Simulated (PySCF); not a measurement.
chloro(disilanyl)silane (ClH7Si3), SMILES [SiH3][SiH2][SiH2]Cl. Atoms are numbered in the order given.

```xyz
11

Si    -2.2028     0.1566     0.5104
Si    -0.2896     1.4843     0.1781
Si     1.5626     0.0422     0.1895
Cl     0.9805    -1.6513    -0.8996
H     -1.9945    -0.7142     1.7040
H     -3.4039     1.0127     0.7392
H     -2.4291    -0.6965    -0.6896
H     -0.3644     2.1881    -1.1372
H     -0.1422     2.5051     1.2604
H      1.8993    -0.3950     1.5735
H      2.7833     0.6080    -0.4492
```
Charge 0, spin multiplicity 1.

Coordinates come from a B3LYP-D3(BJ)/def2-SVP optimisation. One conformer was computed; it need not be the lowest.

Calculation: HF/pcSseg-1 (PySCF).

GIAO shieldings, no solvent; atoms listed in one row are averaged. δ = σ(ref) − σ: ²⁹Si against TMS (σ = 393.8 ppm); ³⁵Cl against HCl (σ = 958.2 ppm); ¹H against TMS (σ = 31.99 ppm), references at their B3LYP-D3(BJ)/def2-TZVP geometries, non-relativistic (without spin–orbit terms, shifts of atoms bonded to Cl or Br come out too high).

Computed chemical shifts:
```tsv
nucleus	atoms	count	δ (ppm)
²⁹Si	Si3	1	-18.0
²⁹Si	Si1	1	-93.3
²⁹Si	Si2	1	-95.9
³⁵Cl	Cl4	1	-114.7
¹H	H11	1	5.20
¹H	H10	1	5.05
¹H	H5, H6, H7	3	3.80
¹H	H8	1	3.57
¹H	H9	1	3.38
```
